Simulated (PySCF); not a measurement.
Ga(Br)(Vi)2, SMILES C=[CH][Ga]([Br])[CH]=C, PBE0/def2-SVP optimised geometry.

```
12

Ga     0.23     0.00     0.00
Br     2.54     0.00     0.00
C     -0.62    -1.74     0.00
C     -1.89    -1.92     0.40
H     -0.04    -2.63    -0.29
H     -2.36    -2.92     0.42
H     -2.53    -1.09     0.72
C     -0.63     1.75     0.00
C     -1.90     1.93    -0.38
H     -0.04     2.63     0.29
H     -2.37     2.92    -0.41
H     -2.54     1.09    -0.70
```

Density from PBE0/def2-TZVP in PySCF at that geometry.

Minimum of the electron density along straight lines between bonded atoms, close to the bond critical point (lines longer than 1.1 times the sum of covalent radii, or with two minima, are not listed):

```
bond     length / Å  ρ at the minimum / e bohr⁻³  ∇²ρ there / e bohr⁻⁵  position (fraction from the first atom)
-------  ----------  ---------------------------  --------------------  ---------------------------------------
Ga1–Br2       2.310                            …                     …                                     0.43
Ga1–C3        1.944                        0.120                  0.22                                     0.48
C3–C4         1.341                        0.345                 -1.04                                     0.49
C3–H5         1.097                        0.275                 -0.94                                     0.65
C4–H6         1.097                        0.277                 -0.97                                     0.65
C4–H7         1.096                        0.278                 -0.97                                     0.65
Ga1–C8        1.944                        0.120                  0.22                                     0.48
C8–C9         1.341                        0.345                 -1.04                                     0.49
C8–H10        1.097                        0.275                 -0.94                                     0.65
C9–H11        1.097                        0.277                 -0.97                                     0.65
C9–H12        1.096                        0.278                 -0.97                                     0.65
```

Question: Some entries are withheld; supply them.

Answer: 
- Ga1–Br2, ρ at the minimum / e bohr⁻³: 0.082
- Ga1–Br2, ∇²ρ there / e bohr⁻⁵: 0.16
